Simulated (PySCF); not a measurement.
Spectrum to structure. Computed with TDDFT PBE0/def2-SVPD, vertical, gas phase, core orbitals frozen in the response (PySCF). Geometries: GFN2-xTB, one conformer each.

| state | E (eV) | f | main configurations (H = HOMO, L = LUMO) |
| --- | --- | --- | --- |
| S1 | 3.63 | 0.0028 | H→L (99%) |
| S2 | 4.25 | 0.0003 | H→L+1 (100%) |
| S3 | 5.21 | 0.047 | H-1→L (87%), H-2→L+1 (10%) |
| S4 | 6.03 | 0.0003 | H-3→L (76%), H-4→L (23%) |
| S5 | 6.06 | 0.144 | H-1→L+1 (76%), H-2→L (18%) |
| S6 | 6.39 | 0.016 | H→L+2 (90%) |
| S7 | 6.58 | 0.0000 | H-4→L (60%), H-3→L+1 (20%), H-3→L (17%) |
| S8 | 6.69 | 0.0036 | H-3→L+1 (59%), H-4→L+1 (19%), H-4→L (16%) |

Task: Which structure fits?
A. `CC(C)=C1C(=C1F)F`
B. `F[C@H]1C=C[C@H](F)C=C1`
C. `Cc1cc(F)c(Cl)nn1`

Result: C. Its S1, at 3.63 eV, is the lowest among the candidates; the nearest of the others has S1 at 4.47 eV. S1 is HOMO→LUMO (99%). Löwdin shares by element: HOMO nitrogen 77%, carbon 16% or more; LUMO nitrogen 37%, carbon 36% or more (atoms not listed hold the other 27%). At the same level the other candidates give, for their lowest levels:
- `F[C@H]1C=C[C@H](F)C=C1`: 5.89 eV (f 0.001); 6.34 eV (f 0.059); 6.75 eV (f 0.003); 7.27 eV (f 0.005); 7.30 eV (f 0.000); T1 4.19 eV; HOMO -8.06, LUMO -1.05 eV
- `CC(C)=C1C(F)=C1F`: 4.47 eV (f 0.002); 5.01 eV (f 0.009); 5.95 eV (f 0.001); 6.20 eV (f 0.000); 6.54 eV (f 0.000); T1 3.83 eV; HOMO -5.94, LUMO -0.19 eV
Triplets come from the Tamm–Dancoff approximation.
